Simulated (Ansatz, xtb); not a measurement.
## Relative energy of two isomers of C6H5F2N

We compare a, `Nc1c(F)cccc1F`, a singlet, with b, `Nc1ccc(F)cc1F`, a singlet. Both are isolated molecules in the gas phase, relaxed with PBE0-D3(BJ)/def2-SVP; the shapes shown needn't be the lowest conformers.

a (Å):

```yaml
atoms:
  - { symbol: C, position_ang: [-0.6956, 1.1005, -0.7795] }
  - { symbol: C, position_ang: [-0.1576, 0.9976, 0.5102] }
  - { symbol: C, position_ang: [0.8395, 0.0948, 0.8402] }
  - { symbol: C, position_ang: [1.3400, -0.7582, -0.1432] }
  - { symbol: C, position_ang: [0.8393, -0.6870, -1.4430] }
  - { symbol: C, position_ang: [-0.1577, 0.2286, -1.7355] }
  - { symbol: F, position_ang: [-0.6460, 1.8363, 1.4348] }
  - { symbol: F, position_ang: [-0.6463, 0.3245, -2.9801] }
  - { symbol: N, position_ang: [-1.7227, 1.9641, -1.0752] }
  - { symbol: H, position_ang: [-1.8343, 2.7440, -0.4413] }
  - { symbol: H, position_ang: [-1.8347, 2.1914, -2.0542] }
  - { symbol: H, position_ang: [1.2095, 0.0746, 1.8665] }
  - { symbol: H, position_ang: [2.1240, -1.4759, 0.1025] }
  - { symbol: H, position_ang: [1.2092, -1.3321, -2.2415] }
```

b (Å):

```xyz
14

C    -0.6778    1.2151   -0.6675
C    -0.0430    1.0048    0.5637
C     0.9677    0.0563    0.7124
C     1.3596   -0.6985   -0.3833
C     0.7556   -0.5271   -1.6246
C    -0.2450    0.4209   -1.7415
F     2.3269   -1.6086   -0.2527
F    -0.8540    0.5984   -2.9221
N    -1.6439    2.1805   -0.8712
H    -2.1778    2.4520   -0.0565
H    -2.2118    2.0500   -1.6986
H    -0.3483    1.6053    1.4241
H     1.4566   -0.1009    1.6750
H     1.0552   -1.1230   -2.4872
```

Q: Which of the two would you expect CCSD(T)/def2-SVP + ΔMP2/def2-TZVPP electronic energies to favour?

A: Too close to call at this level: CCSD(T)/def2-SVP + ΔMP2/def2-TZVPP gives E(b) − E(a) = +3.31 kJ/mol.

The same difference at several levels:

| level | geometry | E(b) − E(a) (kJ/mol) | departure from the last row (kJ/mol) | job, with rough time for the two |
| --- | --- | --- | --- | --- |
| GFN2-xTB | GFN2-xTB | −2.18 | −5.48 | optimisation, 0.15 s |
| HF/STO-3G | GFN2-xTB | −4.10 | −7.41 | single point, 0.48 s |
| r2SCAN-D4/def2-SVP | GFN2-xTB | +3.97 | +0.67 | single point, 4.6 s |
| PBE0-D3(BJ)/def2-SVP | PBE0-D3(BJ)/def2-SVP | +3.19 | −0.12 | optimisation, 38 s |
| HF/def2-SVP | PBE0-D3(BJ)/def2-SVP | +2.34 | −0.97 | part of the CCSD(T) run |
| MP2/def2-SVP | PBE0-D3(BJ)/def2-SVP | +2.81 | −0.50 | part of the CCSD(T) run |
| CCSD(T)/def2-SVP | PBE0-D3(BJ)/def2-SVP | +2.91 | −0.40 | single point |
| CCSD(T)/def2-SVP + ΔMP2/def2-TZVPP | PBE0-D3(BJ)/def2-SVP | +3.31 |  | single point, 2.2 min |

As drawn, both hold the same kinds of bond in the same numbers.

The largest departure from CCSD(T)/def2-SVP + ΔMP2/def2-TZVPP is that of HF/STO-3G, 7.41 kJ/mol. The last row adds to CCSD(T) the change of the MP2 difference between the two basis sets, here +0.40 kJ/mol.

With thermal terms from frequencies at re-optimised GFN2-xTB minima (ideal gas, soft modes damped towards free rotors, one conformer each, 298.15 K, 1 atm): the zero-point term adds −0.02 kJ/mol; ΔH is +3.20 and ΔG +3.27 kJ/mol.

The correlated steps freeze 9 core orbitals. Programs: Ansatz 0.2.0, xtb 6.7.1; the last row on 4 threads of Arm Neoverse V1 on a shared host.
